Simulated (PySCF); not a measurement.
SMILES FC(F)(F)c1cccc(-c2cccs2)c1 (C11H7F3S), GFN2-xTB optimised geometry.

```
22

F      3.81     0.59    -0.29
C      3.28     1.79     0.00
F      3.78     2.14     1.20
F      3.79     2.66    -0.89
C      1.78     1.79     0.00
C      1.11     3.01     0.00
C     -0.27     3.02     0.02
C     -0.98     1.83     0.05
C     -0.32     0.60     0.05
C     -1.06    -0.64     0.07
C     -0.60    -1.93     0.08
C     -1.62    -2.90     0.10
C     -2.86    -2.34     0.12
S     -2.81    -0.63     0.10
C      1.08     0.59     0.03
H      1.68     3.93    -0.02
H     -0.80     3.96     0.02
H     -2.06     1.85     0.06
H      0.45    -2.19     0.07
H     -1.44    -3.96     0.11
H     -3.81    -2.84     0.13
H      1.62    -0.34     0.03
```

Density from B3LYP/def2-SVP in PySCF 2.14.0 at that geometry.

Minimum of the electron density along straight lines between bonded atoms, close to the bond critical point (lines longer than 1.1 times the sum of covalent radii, or with two minima, are not listed):

```json
[
 {"bond": "F1–C2", "length / Å": "1.341", "ρ at the minimum / e bohr⁻³": "0.275", "∇²ρ there / e bohr⁻⁵": "-0.22", "position (fraction from the first atom)": "0.66"},
 {"bond": "C2–F3", "length / Å": "1.349", "ρ at the minimum / e bohr⁻³": "0.272", "∇²ρ there / e bohr⁻⁵": "-0.28", "position (fraction from the first atom)": "0.34"},
 {"bond": "C2–F4", "length / Å": "1.344", "ρ at the minimum / e bohr⁻³": "0.274", "∇²ρ there / e bohr⁻⁵": "?", "position (fraction from the first atom)": "0.34"},
 {"bond": "C2–C5", "length / Å": "1.502", "ρ at the minimum / e bohr⁻³": "0.272", "∇²ρ there / e bohr⁻⁵": "-0.71", "position (fraction from the first atom)": "0.54"},
 {"bond": "C5–C6", "length / Å": "1.390", "ρ at the minimum / e bohr⁻³": "0.310", "∇²ρ there / e bohr⁻⁵": "-0.79", "position (fraction from the first atom)": "0.51"},
 {"bond": "C6–C7", "length / Å": "1.384", "ρ at the minimum / e bohr⁻³": "0.314", "∇²ρ there / e bohr⁻⁵": "-0.81", "position (fraction from the first atom)": "0.50"},
 {"bond": "C7–C8", "length / Å": "1.381", "ρ at the minimum / e bohr⁻³": "0.316", "∇²ρ there / e bohr⁻⁵": "-0.82", "position (fraction from the first atom)": "0.50"},
 {"bond": "C8–C9", "length / Å": "1.398", "ρ at the minimum / e bohr⁻³": "0.308", "∇²ρ there / e bohr⁻⁵": "-0.78", "position (fraction from the first atom)": "0.50"},
 {"bond": "C9–C10", "length / Å": "1.448", "ρ at the minimum / e bohr⁻³": "0.280", "∇²ρ there / e bohr⁻⁵": "-0.69", "position (fraction from the first atom)": "0.49"},
 {"bond": "C10–C11", "length / Å": "1.371", "ρ at the minimum / e bohr⁻³": "0.319", "∇²ρ there / e bohr⁻⁵": "-0.80", "position (fraction from the first atom)": "0.51"},
 {"bond": "C11–C12", "length / Å": "1.407", "ρ at the minimum / e bohr⁻³": "0.301", "∇²ρ there / e bohr⁻⁵": "-0.75", "position (fraction from the first atom)": "0.50"},
 {"bond": "C12–C13", "length / Å": "1.359", "ρ at the minimum / e bohr⁻³": "0.325", "∇²ρ there / e bohr⁻⁵": "-0.83", "position (fraction from the first atom)": "0.49"},
 {"bond": "C10–S14", "length / Å": "1.743", "ρ at the minimum / e bohr⁻³": "0.209", "∇²ρ there / e bohr⁻⁵": "?", "position (fraction from the first atom)": "0.47"},
 {"bond": "C13–S14", "length / Å": "1.713", "ρ at the minimum / e bohr⁻³": "0.220", "∇²ρ there / e bohr⁻⁵": "-0.49", "position (fraction from the first atom)": "0.47"},
 {"bond": "C5–C15", "length / Å": "1.384", "ρ at the minimum / e bohr⁻³": "0.313", "∇²ρ there / e bohr⁻⁵": "-0.79", "position (fraction from the first atom)": "0.51"},
 {"bond": "C9–C15", "length / Å": "1.397", "ρ at the minimum / e bohr⁻³": "0.307", "∇²ρ there / e bohr⁻⁵": "-0.78", "position (fraction from the first atom)": "0.50"},
 {"bond": "C6–H16", "length / Å": "1.079", "ρ at the minimum / e bohr⁻³": "0.286", "∇²ρ there / e bohr⁻⁵": "-1.10", "position (fraction from the first atom)": "0.64"},
 {"bond": "C7–H17", "length / Å": "1.079", "ρ at the minimum / e bohr⁻³": "0.285", "∇²ρ there / e bohr⁻⁵": "-1.10", "position (fraction from the first atom)": "0.63"},
 {"bond": "C8–H18", "length / Å": "1.080", "ρ at the minimum / e bohr⁻³": "0.285", "∇²ρ there / e bohr⁻⁵": "-1.09", "position (fraction from the first atom)": "0.63"},
 {"bond": "C11–H19", "length / Å": "1.075", "ρ at the minimum / e bohr⁻³": "0.285", "∇²ρ there / e bohr⁻⁵": "-1.10", "position (fraction from the first atom)": "0.63"},
 {"bond": "C12–H20", "length / Å": "1.075", "ρ at the minimum / e bohr⁻³": "0.285", "∇²ρ there / e bohr⁻⁵": "-1.10", "position (fraction from the first atom)": "0.63"},
 {"bond": "C13–H21", "length / Å": "1.072", "ρ at the minimum / e bohr⁻³": "0.287", "∇²ρ there / e bohr⁻⁵": "-1.13", "position (fraction from the first atom)": "0.64"},
 {"bond": "C15–H22", "length / Å": "1.078", "ρ at the minimum / e bohr⁻³": "0.287", "∇²ρ there / e bohr⁻⁵": "-1.11", "position (fraction from the first atom)": "0.64"}
]
```

Fill in the missing entries.


- C2–F4, ∇²ρ there / e bohr⁻⁵: -0.25
- C10–S14, ∇²ρ there / e bohr⁻⁵: -0.43
